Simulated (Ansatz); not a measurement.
F2H2NOSi, SMILES `N[Si]([O])(F)F` radical, 7 atoms. Charge 0, multiplicity 2. All runs use 4 threads of a server CPU on a shared host. Correlated methods freeze the cores. Open-shell runs search over several starts.

**Question.** How many basis functions does each run have, and how long does it take in Ansatz? UKS PBE0-D4/def2-TZVP frequencies; UHF-CCSD(T)/def2-SVP energy; UHF-MP2/def2-QZVPP energy; UKS PBE-D4/def2-TZVPP energy and forces; UHF-CCSD(T)/def2-TZVPP energy; UKS PBE0-D4/def2-TZVP relaxation (9 steps); UKS PBE-QIDH (frozen core)/def2-TZVPP energy; direct RPA on PBE orbitals/def2-TZVPP energy; UKS BHLYP-D4/def2-TZVPP energy; UKS PBE0-D4/def2-QZVPP energy; UKS ωB97M-V/def2-SVP energy; UKS PBE0-D4/def2-SVP energy. (Estimate.)

**Answer.** Ansatz gave: Other jobs shared the machine, so times are rough.

```tsv
level	job	functions	wall time	peak host memory (GiB)
UKS PBE0-D4/def2-SVP	energy	84	3.8 s	0.23
UKS PBE-D4/def2-TZVPP	energy and forces	194	6 s	0.3
direct RPA on PBE orbitals/def2-TZVPP	energy	194	12 s	0.5
UKS ωB97M-V/def2-SVP	energy	84	14 s	0.39
UKS PBE-QIDH (frozen core)/def2-TZVPP	energy	194	14 s	0.56
UKS BHLYP-D4/def2-TZVPP	energy	194	15 s	0.79
UHF-CCSD(T)/def2-SVP	energy	84	18 s	0.59
UKS PBE0-D4/def2-QZVPP	energy	358	27 s	1.3
UKS PBE0-D4/def2-TZVP	relaxation (9 steps)	173	63 s	0.5
UHF-MP2/def2-QZVPP	energy	358	70 s	1.6
UKS PBE0-D4/def2-TZVP	frequencies	173	2.4 min	0.49
UHF-CCSD(T)/def2-TZVPP	energy	194	7.9 min	6.5
```
